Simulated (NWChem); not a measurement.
Program: NWChem. System: CH5NSi, charge 0, spin multiplicity 1, at a geometry optimised with PBE/def2-SVP. The structure started from a generated list of species. Level: G0W0@PBE0/def2-TZVPD, RI basis def2-tzvpd-rifit.

Part of the output:

```
             Northwest Computational Chemistry Package (NWChem) 7.3.0
             --------------------------------------------------------

                                NWChem Input Module
                                -------------------

 Scaling coordinates for geometry "geometry" by  1.889725989
 (inverse scale =  0.529177249)

 Turning off AUTOSYM since
 SYMMETRY directive was detected!

                             Geometry "geometry" -> ""
                             -------------------------

 Output coordinates in angstroms (scale by  1.889725989 to convert to a.u.)

  No.       Tag          Charge          X              Y              Z
 ---- ---------------- ---------- -------------- -------------- --------------
    1 Si                  14.0000     0.12275900    -0.70748700     0.00000000
    2 C                    6.0000    -1.46940800     0.38450900     0.00000000
    3 H                    1.0000    -2.09204500     0.12505800    -0.88493400
    4 H                    1.0000    -1.30386400     1.48352400     0.00000000
    5 H                    1.0000    -2.09204500     0.12505800     0.88493400
    6 N                    7.0000     1.30719300     0.56145500     0.00000000
    7 H                    1.0000     1.12371100     1.57203100     0.00000000
    8 H                    1.0000     2.31170400     0.36190600     0.00000000

 Effective nuclear repulsion energy (a.u.)      98.8566472327

            Nuclear Dipole moment (a.u.)
            ----------------------------
        X                 Y               Z
 ---------------- ---------------- ----------------
    -0.0000188973    -0.0000037795     0.0000000000

      Symmetry information
      --------------------

 Group name             Cs
 Group number              2
 Group order               2
 No. of unique centers     7

      Symmetry unique atoms

     1    2    3    4    6    7    8


 Summary of "ao basis" -> "" (spherical)
 ------------------------------------------------------------------------------
       Tag                 Description            Shells   Functions and Types
 ---------------- ------------------------------  ------  ---------------------
 *                         def2-tzvpd                 on all atoms

 new library libraries.bse/

 Summary of "ri basis" -> "" (spherical)
 ------------------------------------------------------------------------------
       Tag                 Description            Shells   Functions and Types
 ---------------- ------------------------------  ------  ---------------------
 *                      def2-tzvpd-rifit              on all atoms

                                 NWChem DFT Module
                                 -----------------

 Summary of "ao basis" -> "ao basis" (spherical)
 ------------------------------------------------------------------------------
       Tag                 Description            Shells   Functions and Types
 ---------------- ------------------------------  ------  ---------------------
 Si                        def2-tzvpd               15       43   6s5p3d1f
 C                         def2-tzvpd               13       37   6s3p3d1f
 H                         def2-tzvpd                5        9   3s2p
 N                         def2-tzvpd               13       37   6s3p3d1f

 Summary of "ao basis" -> "ao basis" (spherical)
 ------------------------------------------------------------------------------
       Tag                 Description            Shells   Functions and Types
 ---------------- ------------------------------  ------  ---------------------
 Si                        def2-tzvpd               15       43   6s5p3d1f
 C                         def2-tzvpd               13       37   6s3p3d1f
 H                         def2-tzvpd                5        9   3s2p
 N                         def2-tzvpd               13       37   6s3p3d1f

      Symmetry analysis of basis
      --------------------------

        a'        109
        a"         53

            General Information
            -------------------
          SCF calculation type: DFT
          Wavefunction type:  closed shell.
          No. of atoms     :     8
          No. of electrons :    32
[...]
  ----- ------------  ---------------      ----- ------------  ---------------
    48      0.275149  2 C  s                 50     -0.261599  2 C  px
     4     -0.229225  1 Si s                 16      0.225050  1 Si px
    53     -0.213492  2 C  px                56     -0.173493  2 C  px
   114     -0.168158  6 N  px                 3      0.144419  1 Si s
   117     -0.137291  6 N  px               111      0.128993  6 N  s

 Vector   15  Occ=2.000000D+00  E=-3.026396D-01  Symmetry=a"
              MO Center=  1.1D+00,  4.3D-01, -6.1D-16, r^2= 1.5D+00
   Bfn.  Coefficient  Atom+Function         Bfn.  Coefficient  Atom+Function
  ----- ------------  ---------------      ----- ------------  ---------------
   116      0.386327  6 N  pz               119      0.358616  6 N  pz
   122      0.251514  6 N  pz                18      0.156788  1 Si pz
    21      0.081436  1 Si pz                 9     -0.059221  1 Si pz
    15      0.055278  1 Si pz                52     -0.048247  2 C  pz
    58     -0.043433  2 C  pz                82      0.040295  3 H  s

 Vector   16  Occ=2.000000D+00  E=-2.268839D-01  Symmetry=a'
              MO Center=  1.2D-02, -8.8D-01, -3.8D-15, r^2= 2.8D+00
   Bfn.  Coefficient  Atom+Function         Bfn.  Coefficient  Atom+Function
  ----- ------------  ---------------      ----- ------------  ---------------
     5      0.361637  1 Si s                 17     -0.345315  1 Si py
     4      0.334526  1 Si s                  3     -0.201376  1 Si s
    20     -0.172536  1 Si py                48      0.164871  2 C  s
    50     -0.142305  2 C  px                47     -0.125779  2 C  s
    53     -0.125669  2 C  px                 8      0.123221  1 Si py

 Vector   17  Occ=0.000000D+00  E=-4.487302D-02  Symmetry=a"
              MO Center=  1.2D-01, -7.3D-01,  1.0D-14, r^2= 3.3D+00
   Bfn.  Coefficient  Atom+Function         Bfn.  Coefficient  Atom+Function
  ----- ------------  ---------------      ----- ------------  ---------------
    21      0.587313  1 Si pz                18      0.454772  1 Si pz
   122     -0.173430  6 N  pz               116     -0.171440  6 N  pz
   119     -0.160531  6 N  pz                 9     -0.148571  1 Si pz
    15      0.143392  1 Si pz                58     -0.140130  2 C  pz
    70      0.083383  2 C  d -1              33     -0.075800  1 Si d -1

 Vector   18  Occ=0.000000D+00  E= 7.977020D-03  Symmetry=a'
              MO Center=  1.5D+00,  5.0D-01, -8.5D-14, r^2= 7.5D+00
   Bfn.  Coefficient  Atom+Function         Bfn.  Coefficient  Atom+Function
  ----- ------------  ---------------      ----- ------------  ---------------
   113      4.013478  6 N  s                147     -1.966100  7 H  s
   156     -1.556133  8 H  s                112      1.320452  6 N  s
     5     -1.132755  1 Si s                 92     -1.088132  4 H  s
    48      0.922887  2 C  s                152      0.671657  7 H  py
    19     -0.640422  1 Si px               160      0.583364  8 H  px

 Vector   19  Occ=0.000000D+00  E= 1.799941D-02  Symmetry=a'
              MO Center= -1.5D+00,  1.2D-01,  1.7D-12, r^2= 9.2D+00
   Bfn.  Coefficient  Atom+Function         Bfn.  Coefficient  Atom+Function
  ----- ------------  ---------------      ----- ------------  ---------------
    48      4.355290  2 C  s                 49      2.667169  2 C  s
    83     -1.606553  3 H  s                101     -1.606553  5 H  s
    92     -1.297283  4 H  s                113     -1.300852  6 N  s
    19      1.046559  1 Si px                 5     -0.985304  1 Si s
    47     -0.542252  2 C  s                 32      0.494269  1 Si d -2

 center of mass
 --------------
 x =   0.06524291 y =  -0.11593512 z =   0.00000000

 moments of inertia (a.u.)
 ------------------
          94.349062319158          -4.782256365478           0.000000000000
          -4.782256365478         246.264183689093           0.000000000000
           0.000000000000           0.000000000000         329.339595870881

     Multipole analysis of the density
     ---------------------------------

     L   x y z        total         alpha         beta         nuclear
     -   - - -        -----         -----         ----         -------
     0   0 0 0     -0.000000    -16.000000    -16.000000     32.000000

     1   1 0 0      0.206451      0.103235      0.103235     -0.000019
     1   0 1 0      0.687682      0.343843      0.343843     -0.000004
     1   0 0 1     -0.000000     -0.000000     -0.000000      0.000000

     2   2 0 0    -17.977377    -84.315431    -84.315431    150.653485
     2   1 1 0      1.508722     -0.454733     -0.454733      2.418188
     2   1 0 1      0.000000      0.000000      0.000000      0.000000
     2   0 2 0    -21.462116    -37.399079    -37.399079     53.336041
     2   0 1 1     -0.000000     -0.000000     -0.000000      0.000000
     2   0 0 2    -20.383368    -12.988214    -12.988214      5.593059

 Task  times  cpu:       32.5s     wall:       32.5s

                                NWChem Input Module
                                -------------------

                                 NWChem GW Module
                                 ----------------

                             ***********************
                             ***        GW       ***
                             ***********************

 Summary of "ri basis" -> "ri basis" (spherical)
 ------------------------------------------------------------------------------
       Tag                 Description            Shells   Functions and Types
 ---------------- ------------------------------  ------  ---------------------
 Si                     def2-tzvpd-rifit            33      129   10s8p7d6f2g
 C                      def2-tzvpd-rifit            26       92   9s7p5d4f1g
 H                      def2-tzvpd-rifit            10       24   5s3p2d
 N                      def2-tzvpd-rifit            26       92   9s7p5d4f1g

                 Memory Information
                 ------------------
          Available GA per process is          1699.8 MBs
          Available stack per process is        700.0 MBs
          Available heap per process is           0.0 MBs

          Peak memory in Initialization
              Peak GA per process is                 11.3 MBs
              Peak stack per process is               0.3 MBs
              Peak heap per process is               11.7 MBs
              Memory not in MA per process            0.0 MBs

          Peak memory in CDGW Calculation
              Peak GA per process is                 14.4 MBs
              Peak stack per process is               2.9 MBs
              Peak heap per process is                3.2 MBs
              Memory not in MA per process            0.0 MBs

          Computing 2-center integrals
          Computing Inverse Cholesky factor
          Computing 3-center integrals
          Computing Vxc

          Computing Sigma_x
          Computing W(iw) on the imaginary grid
          Solving quasiparticle equations

                  Alpha Orbitals
          State     Energy (eV)     Error (eV)
          -----------------------------------
@GW        13        -13.395           0.002
@GW        14        -11.596           0.005
@GW        15        -10.080           0.005
@GW        16         -8.184           0.002
@GW        17          0.660           0.005
@GW        18          1.566           0.003

     GW Timing Statistics
   ------------------------
   Init.   :          0.1s
     ERIs  :          2.5s
     Distr.:          0.0s
     Vxc   :          3.9s
   Vmo     :          0.0s
   iW      :          4.0s
   I_n     :          0.0s
   R_n     :          0.3s
   GW total:         10.8s

 Task  times  cpu:       10.8s     wall:       10.8s

 Total times  cpu:       43.4s     wall:       43.4s
```

Question: Write an NWChem input that would produce this output.

Answer: One answer among several that fit: 
```
start mol
memory heap 200 mb stack 700 mb global 1700 mb
geometry units angstroms nocenter noautoz
  Si     0.122759    -0.707487     0.000000
  C     -1.469408     0.384509     0.000000
  H     -2.092045     0.125058    -0.884934
  H     -1.303864     1.483524     0.000000
  H     -2.092045     0.125058     0.884934
  N      1.307193     0.561455     0.000000
  H      1.123711     1.572031     0.000000
  H      2.311704     0.361906     0.000000
  symmetry group Cs
end
basis spherical
  * library def2-tzvpd
end
basis "ri basis" bse spherical
  * library def2-tzvpd-rifit
end
dft
  xc pbe0
  iterations 100
  direct
  tolerances tight
end
task dft energy
gw
  method cdgw
  states alpha occ 4 vir 2
end
task dft gw
```
